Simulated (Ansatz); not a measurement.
Reactions of CH5FN2SSi, SMILES `N=C(S)N[SiH2]F`.

Program: Ansatz. Geometries: PBE0-D4/def2-TZVP. ΔE: electronic, gas phase. CCSD(T)/CBS is the MP2 limit (def2-TZVPP, def2-QZVPP) plus CCSD(T) − MP2 in def2-TZVPP, frozen cores. This one scheme is used for every species, atoms too. No spin–orbit coupling; open shells (•) take unrestricted orbitals. Spin–orbit coupling would lower the free atoms: a little for C, F, S, Si. Elements past krypton have def2 core potentials. Bonds to Br, Hf are less sure, by a few kJ/mol each and by 10 to 20 or more in all where they break to atoms, as the def2 sets lack core-valence functions. Scalar relativity is left out up to krypton. One conformer a species, not always the lowest.

Question: Order these by ΔE at CCSD(T)/CBS, lowest first. (Best estimate.)
A. `N=C(S)N[SiH2]F` → `N=C(F)S[SiH2]N`
B. `N=C(S)N[SiH2]F` + `[OH][Hf]([F])([Cl])[Br]` → `N=C(S)N[SiH2]O` + `[F][Hf]([F])([Cl])[Br]`
C. `N=C(S)N[SiH2]F` + `C=N` → `C=NC(=N)S` + `N[SiH2]F`
D. `N=C(S)N[SiH2]F` → C• + F• + 5 H• + 2 N• + S• + Si•
E. `N=C(S)N[SiH2]F` + H₂O → `N=C(S)N[SiH2]O` + H–F

Answer: C (+6.7 kJ/mol), B (+19.8 kJ/mol), E (+54.0 kJ/mol), A (+129.2 kJ/mol), D (+4057.5 kJ/mol).

Largest T1 diagnostic: 0.015, for `C=NC(=N)S`.
